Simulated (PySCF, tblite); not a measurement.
Isomers of C3H10NSi2 (doublet state), one GFN2-xTB conformer each. Single-point energies are computed at B3LYP/pcH-1 (PySCF, gas phase, no added dispersion term), electronic only. GFN2-xTB treats the open shell by occupation alone, and not every SCF solution was tested for stability.

Question: Rank them by B3LYP/pcH-1 energy, lowest first (kcal/mol).
A. `[CH3:1][Si@H:2]1[CH2:3][CH2:4][SiH:5][NH:6]1` (doublet state) with C1–Si2–C3–C4 149°, Si2–C3–C4–Si5 -38°, C3–C4–Si5–N6 27°, C4–Si5–N6–Si2 -6°
B. `[CH3:1][Si@H:2]1[CH2:3][CH:4][SiH2:5][NH:6]1` (doublet state) with C1–Si2–C3–C4 106°, Si2–C3–C4–Si5 17°, C3–C4–Si5–N6 -13°, C4–Si5–N6–Si2 2°
C. `[CH3:1][Si:2]1[CH2:3][CH2:4][SiH2:5][NH:6]1` (doublet state) with C1–Si2–C3–C4 144°, Si2–C3–C4–Si5 -36°, C3–C4–Si5–N6 28°, C4–Si5–N6–Si2 -8°
D. `[CH3:1][Si@@H:2]1[CH2:3][CH2:4][SiH2:5][N:6]1` (doublet state) with C1–Si2–C3–C4 -152°, Si2–C3–C4–Si5 39°, C3–C4–Si5–N6 -32°, C4–Si5–N6–Si2 11°
E. `[CH3:1][Si@@H:2]1[CH:3][CH2:4][SiH2:5][NH:6]1` (doublet state) with C1–Si2–C3–C4 -141°, Si2–C3–C4–Si5 33°, C3–C4–Si5–N6 -27°, C4–Si5–N6–Si2 13°

Answer: A (0.0), C (0.1), B (7.2), E (7.5), D (28.1).

As drawn, the lowest has an N–H bond, which the highest lacks. Neighbours under 5.0 kcal/mol apart (C[Si@H]1CC[SiH]N1 and C[Si]1CC[SiH2]N1; C[Si@H]1C[CH][SiH2]N1 and C[Si@@H]1[CH]C[SiH2]N1) can change places with a better method, another conformer or zero-point energy. GFN2-xTB itself gives, in the same order: 1.5, 0.0, 8.2, 7.8, 15.2. GFN2-xTB puts C[Si]1CC[SiH2]N1 lowest instead; measured from each level's own lowest isomer, the values differ by up to 12.9 kcal/mol (C[Si@@H]1CC[SiH2][N]1: 15.2 against 28.1).

Question: What happens when harmonic zero-point energies from GFN2-xTB frequencies are added?

Answer: 
```json
{"SMILES": "C[Si@H]1CC[SiH]N1", "ZPE (kcal/mol)": "77.7", "electronic (kcal/mol)": "0.0", "with ZPE (kcal/mol)": "0.0"}
{"SMILES": "C[Si]1CC[SiH2]N1", "ZPE (kcal/mol)": "77.8", "electronic (kcal/mol)": "0.1", "with ZPE (kcal/mol)": "0.2"}
{"SMILES": "C[Si@H]1C[CH][SiH2]N1", "ZPE (kcal/mol)": "73.9", "electronic (kcal/mol)": "7.2", "with ZPE (kcal/mol)": "3.4"}
{"SMILES": "C[Si@@H]1[CH]C[SiH2]N1", "ZPE (kcal/mol)": "74.3", "electronic (kcal/mol)": "7.5", "with ZPE (kcal/mol)": "4.1"}
{"SMILES": "C[Si@@H]1CC[SiH2][N]1", "ZPE (kcal/mol)": "74.2", "electronic (kcal/mol)": "28.1", "with ZPE (kcal/mol)": "24.6"}
```

The zero-point energies span 3.9 kcal/mol. The order is unchanged.

Question: As an exercise, what shares would exp(−E/RT) give at 2000 K from these electronic energies alone (no entropy, no degeneracies)?

Answer: RT = 3.974 kcal/mol: C[Si@H]1CC[SiH]N1 43.6 %, C[Si]1CC[SiH2]N1 42.7 %, C[Si@H]1C[CH][SiH2]N1 7.1 %, C[Si@@H]1[CH]C[SiH2]N1 6.6 %, C[Si@@H]1CC[SiH2][N]1 under 0.1 %.
